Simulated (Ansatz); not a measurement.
A structure relaxed at PBE0-D4/def2-TZVP, charge 0, multiplicity 1:

Cartesian coordinates in Å:
```
N -1.9616 -0.3896 -0.3158
In -0.0080 -0.0040 -0.0280
S 1.5033 -1.8245 0.2360
S 0.7585 2.2464 -0.1552
H -2.6095 0.3536 -0.0981
H -2.3141 -1.2587 0.0582
H 2.5841 -1.0296 0.2958
H 2.0474 1.9063 0.0071
```

Give its formula and SMILES.

H4InNS2, `[NH2][In]([SH])[SH]`.

Point group (tolerance 0.08 Å, 0.16 Å for H)?

Cs.

Summarise the bond lengths by kind.

1 × In–N 2.012 Å; 2 × H–N 1.010 Å; 2 × In–S 2.381 Å; 2 × H–S 1.343 Å.

All numbers were calculated with Ansatz.
